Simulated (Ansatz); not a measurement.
The same path of CH$_{6}$N$_{2}$OSi (11 atoms, charge 0, multiplicity 1) was run twice with different band settings. The coordinate that changes most is the dihedral N1–C2–N3–H8.

Method: RKS LDA/6-31G* (Ansatz).

Relaxed end points:

```xyz
11
Properties=species:S:1:pos:R:3
N 0.226 1.253 0.826
C 0.044 -0.004 0.217
N 0.191 -1.087 1.113
O -1.145 -0.222 -0.591
Si 0.218 -0.279 -1.615
H 0.282 2.016 0.141
H -0.546 1.445 1.485
H -0.717 -1.512 1.328
H 0.715 -0.821 1.951
H 0.222 0.783 -2.681
H 0.576 -1.631 -2.154
```

```xyz
11
Properties=species:S:1:pos:R:3
N 0.154 1.333 0.833
C -0.059 0.062 0.277
N -0.084 -0.894 1.311
O -1.180 -0.149 -0.617
Si 0.248 -0.293 -1.540
H 0.219 2.069 0.124
H -0.599 1.545 1.505
H 0.802 -0.921 1.825
H -0.352 -1.824 0.976
H 0.367 0.702 -2.663
H 0.548 -1.688 -2.010
```

Common settings: movable images 5; climbing image yes; spring 5.0 eV/Å²; optimiser quadratic models (default); start path through a guess of the saddle point; iteration limit 60; end points relaxed.

| run | force threshold |
| --- | --- |
| 1 | 0.05 eV/Å |
| 2 | 0.5 eV/Å |

(1) What does each run give, and how far can it be trusted?

Answers

(1) Run 1: converged after 8 iterations, highest image 0.141 eV above the first end. A vibrational analysis at the climbing image gives one clearly imaginary mode, 269i cm⁻¹: a first-order saddle point.
Run 2: converged after 4 iterations, highest image 0.151 eV above the first end. The threshold of 0.5 eV/Å is loose, so the images may lie well off the minimum-energy path. The order of the stationary point at the top wasn't checked.
